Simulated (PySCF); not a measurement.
C6H11F.
Cartesian coordinates in Å at the GFN2-xTB level; atoms count from 1:
```
atom  x, y, z in Å
F1     1.839   -0.277    1.200
C2     1.451   -0.065   -0.114
C3     0.578   -1.228   -0.570
C4    -0.744   -1.251    0.194
C5    -1.477    0.078    0.036
C6    -0.605    1.219    0.551
C7     0.717    1.269   -0.209
H8     2.388   -0.034   -0.688
H9     1.117   -2.164   -0.413
H10    0.391   -1.113   -1.640
H11   -0.539   -1.426    1.252
H12   -1.364   -2.071   -0.172
H13   -2.417    0.051    0.591
H14   -1.714    0.244   -1.018
H15   -1.125    2.172    0.442
H16   -0.399    1.065    1.612
H17    0.537    1.482   -1.265
H18    1.354    2.057    0.197
```

Computed, not measured: B3LYP/def2-SVPD in PySCF (dipole) on a GFN2-xTB geometry, gas phase.

Masses are those of the commonest isotopes; rigid-rotor values at the optimised geometry. The values belong to one conformer with, in the numbering `[F:1][CH:2]1[CH2:3][CH2:4][CH2:5][CH2:6][CH2:7]1`, F1–C2–C3–C4 67°, C2–C3–C4–C5 56°, C3–C4–C5–C6 -59°, C4–C5–C6–C7 59°.

Q: What are A, B and C (MHz)?

A: Ia = 140.04, Ib = 190.57, Ic = 252.40 u·Å²; 505379 MHz·u·Å²/I gives A = 3609, B = 2652, C = 2002 MHz.

Q: Classify the top.

A: An asymmetric top; Ray's κ = -0.191.

Q: What does the inertial defect say?

A: Not planar: Δ = Ic − Ia − Ib = -78.21 u·Å². For a rigid frame Δ = −2 Σ m c², so Σ m c² = 39.11 u·Å² lies off the ab plane: 12.67 from hydrogen and 26.44 from heavier atoms. The atom farthest from that plane is 1.67 Å away.

Q: Give the other two planar moments, Paa and Pbb, and the rms extents of the mass along the axes.

A: Paa = Σ m a² = (Ib + Ic − Ia)/2 = 151.46 and Pbb = Σ m b² = (Ia + Ic − Ib)/2 = 100.94 u·Å². With the mass M = 102.08 u, the rms extents √(P/M) along a, b and c are 1.22, 0.99, 0.62 Å.

Q: Where do the levels up to J = 5 lie, in MHz?

A: Above 0(0,0):
J = 1: 1(0,1) 4654, 1(1,1) 5611, 1(1,0) 6261
J = 2: 2(0,2) 13727, 2(1,2) 14270, 2(1,1) 16219, 2(2,1) 19089, 2(2,0) 19325
J = 3: 3(0,3) 26897, 3(1,3) 27130, 3(1,2) 30970, 3(2,2) 33052, 3(2,1) 34080, 3(3,1) 39588, 3(3,0) 39646
J = 4: 4(0,4) 44017, 4(1,4) 44100, 4(1,3) 50225, 4(2,3) 51479, 4(2,2) 53992, 4(3,2) 58552, 4(3,1) 58923, 4(4,1) 67238, 4(4,0) 67250
J = 5: 5(0,5) 65095, 5(1,5) 65121, 5(1,4) 73622, 5(2,4) 74231, 5(2,3) 78850, 5(3,3) 82215, 5(3,2) 83457, 5(4,2) 91028, 5(4,1) 91127, 5(5,1) 102088, 5(5,0) 102090

Q: Which lines would a microwave search look for?

A: The dipole components are |μa| = 1.08 D, |μb| = 0.00 D, |μc| = 1.45 D; the mirror of this Cs structure is the ac plane, so μb vanishes by symmetry and there are no b-type lines. Intensities carry the squares of the components, which stand as 0.55 : 1.00 (a : c). Some lines, for components of 0.1 D or more:

| type | branch | J(Ka,Kc) | MHz | lower level (cm⁻¹) |
| --- | --- | --- | --- | --- |
| c | Q | 2(1,2) ← 2(0,2) | 543 | 0.458 |
| a | Q | 1(1,0) ← 1(1,1) | 650 | 0.187 |
| c | Q | 1(1,1) ← 1(0,1) | 957 | 0.155 |
| a | Q | 2(1,1) ← 2(1,2) | 1949 | 0.476 |
| c | Q | 2(2,1) ← 2(1,1) | 2870 | 0.541 |
| a | R | 1(0,1) ← 0(0,0) | 4654 | 0.000 |
| c | R | 1(1,0) ← 0(0,0) | 6261 | 0.000 |
| a | R | 2(1,2) ← 1(1,1) | 8659 | 0.187 |
| a | R | 2(0,2) ← 1(0,1) | 9072 | 0.155 |
| a | R | 2(1,1) ← 1(1,0) | 9958 | 0.209 |
| c | R | 2(1,1) ← 1(0,1) | 11565 | 0.155 |
| c | R | 2(2,0) ← 1(1,0) | 13065 | 0.209 |
| c | R | 2(2,1) ← 1(1,1) | 13478 | 0.187 |

Q: Estimate the classical rotational partition function at 10 K, 298.15 K and 500 K.

A: Point group Cs, symmetry number σ = 1; q = (√π/σ)·√((kT/h)³/(ABC)), k/h = 20836.6 MHz/K: 1220 at 10 K, 198000 at 298.15 K, 431000 at 500 K.

Whether it is a minimum is left open (no frequencies). These are rigid-rotor constants of the computed structure; measured ground-state constants (B0) also hold zero-point vibration.
